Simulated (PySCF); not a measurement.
System (SMILES): F[SiH] (F-SiH) (closed-shell singlet).
Geometry (B3LYP-D3(BJ)/def2-TZVP, fixed):
```xyz
3

Si    -0.2468    -0.3148     0.4521
H     -0.9813    -1.2112    -0.5591
F      0.4929     0.6243    -0.6411
```

How fast the isotropic shielding of Si1 converges with the basis for several methods (PySCF): deviation from each method's own reference, in ppm. References: HF -27.14 ppm, the value in pcSseg-3; PBE -156.05 ppm, the value in pcSseg-3; PBE0 -128.59 ppm, the value in pcSseg-3. All functions are spherical. No added dispersion term, no relativity. GIAO; atoms are numbered in the order shown.

| basis | functions | HF | PBE | PBE0 |
|---|---|---|---|---|
| pcseg-1 | 37 | -10.00 | -21.29 | -24.54 |
| pcSseg-1 | 46 | -13.96 | -13.14 | -14.30 |
| 6-311+G** | 58 | -19.40 | -15.21 | -17.16 |
| 6-311++G(2d,2p) | 72 | -11.31 | -4.67 | -7.35 |
| def2-TZVP | 74 | -14.37 | -14.17 | -14.33 |
| def2-TZVPD | 92 | -15.41 | -15.56 | -15.70 |
| pcSseg-2 | 93 | -7.25 | -5.78 | -5.73 |
| aug-pcseg-2 | 119 | 4.89 | 1.06 | 0.39 |

Mean absolute deviation over 6-311+G**, 6-311++G(2d,2p), def2-TZVP, def2-TZVPD, pcSseg-2, aug-pcseg-2: PBE 9.41, PBE0 10.11, HF 12.10 ppm.
